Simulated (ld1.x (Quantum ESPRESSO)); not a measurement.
**An all-electron radial function and its pseudo partner (Al (Z = 13))**

Columns: radius, all-electron u(r) and pseudo u(r) of the 2p shell (level -90.16 eV) of aluminium in the configuration [He] 2s2 2p6 3s1 3p0; PBEsol, non-relativistic, PAW scheme, ld1.x (Quantum ESPRESSO) 7.5.

```
r (bohr)  all-electron  pseudo
   0.060        0.1693  0.0151
   0.120        0.4743  0.0592
   0.180        0.7616  0.1287
   0.240        0.9820  0.2182
   0.300        1.1281  0.3207
   0.360        1.2081  0.4284
   0.420        1.2353  0.5335
   0.480        1.2232  0.6284
   0.540        1.1836  0.7071
   0.600        1.1256  0.7651
   0.660        1.0564  0.7999
   0.720        0.9812  0.8109
   0.780        0.9037  0.7997
   0.840        0.8267  0.7696
   0.900        0.7520  0.7248
   0.960        0.6808  0.6704
   1.020        0.6139  0.6110
   1.080        0.5516  0.5512
   1.140        0.4941  0.4941
   1.200        0.4415  0.4415
   1.260        0.3936  0.3936
   1.320        0.3502  0.3502
   1.380        0.3110  0.3110
   1.440        0.2758  0.2758
   1.500        0.2442  0.2442
   1.560        0.2160  0.2160
```

(1) How many radial nodes do the two functions have?

(2) At about which radius was the pseudo-wave matched?

(3) Where does each function peak?

(4) Is the pseudo-wave norm-conserving?

Results:

(1) The all-electron 2p function has n − l − 1 = 0; the pseudo-wave has 0.

(2) 1.20 bohr. The columns agree to 0.0005 from 1.08 bohr on; several derivatives are matched, so the curves merge somewhat inside the radius.

(3) Outermost all-electron maximum near 0.42 bohr, pseudo maximum near 0.72 bohr (to the table’s step).

(4) No, it belongs to a PAW set: the norm inside the radius is not constrained, and the difference is carried by the augmentation charge.
